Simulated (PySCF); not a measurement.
**Field gradients at the hydrogen positions**

Compound: C₄H₁₂N₂SSi.
Geometry (GFN2-xTB, Å), atoms numbered from 1 in this order:
```
atom  x, y, z in Å
N1    -1.9303   -0.2280   -0.9052
C2    -1.2631   -0.1709    0.1586
C3    -1.9766    0.3114    1.4055
N4    -3.3872    0.5858    1.2406
C5     0.1958   -0.5215    0.3593
C6     0.9199   -0.8832   -0.9262
S7     2.6947   -1.2203   -0.6269
Si8    3.5237    0.7484   -0.7829
H9    -1.4350   -0.5519   -1.7311
H10   -1.4881    1.2298    1.7505
H11   -1.8563   -0.4385    2.1943
H12   -3.8604   -0.2615    0.9427
H13   -3.5078    1.2543    0.4858
H14    0.2586   -1.3620    1.0561
H15    0.6899    0.3284    0.8380
H16    0.8483   -0.0821   -1.6629
H17    0.5205   -1.8037   -1.3529
H18    2.9193    1.6036    0.2357
H19    3.1884    1.2498   -2.1119
H20    4.9406    0.5330   -0.5704
```

Level: PBE0/pcSseg-1 (PySCF, non-relativistic); Q(2H) = 0.00286 b; rigid geometry, the same for H and D, with no vibrational averaging.

Task: Rank these positions by the coupling χzz of a deuteron there, largest first.
A. H19 (Si–H hydrogen)
B. H20 (Si–H hydrogen)
C. H15 (methylene hydrogen)
D. H9 (N–H hydrogen)

Result: D (265 kHz), C (200 kHz), B (116 kHz), A (110 kHz).

Task: Give the electric field gradient Vzz (the principal value of largest size), its asymmetry and the 2H coupling at each hydrogen.

Result: 
```csv
atom,bonded to,bond length (Å),Vzz (au),η,χzz (kHz)
H9,N1,1.016,0.3945,0.03,265
H10,C3,1.096,0.2947,0.05,198
H11,C3,1.095,0.2959,0.05,199
H12,N4,1.015,0.3954,0.18,266
H13,N4,1.015,0.3931,0.19,264
H14,C5,1.094,0.2988,0.04,201
H15,C5,1.093,0.2982,0.05,200
H16,C6,1.091,0.3015,0.04,203
H17,C6,1.090,0.3032,0.03,204
H18,Si8,1.461,0.1633,0.02,110
H19,Si8,1.459,0.1640,0.03,110
H20,Si8,1.449,0.1721,0.02,116
```

Task: Average by the element that carries the hydrogen.

Result: on N: 265 kHz over 3 positions, mean bond length 1.016 Å; on C: 201 kHz over 6 positions, mean bond length 1.093 Å; on Si: 112 kHz over 3 positions, mean bond length 1.456 Å.

Task: Give the 2H NMR doublet splittings at H14 for a magnetic field along the z, y and x axes of the gradient: 3χ/2, 3χ(1 + η)/4, 3χ(1 − η)/4.

Result: With |χ| = 200.8 kHz and η = 0.042: 301, 157 and 144 kHz, to first order and without motion.

The structure is a single GFN2-xTB conformer in the gas phase; no vibrational or solvent corrections. GFN2-xTB bond lengths can be off by several hundredths of an ångström, more for odd bonds, and the gradients follow them. With a basis this small, the couplings can be 20 % off.
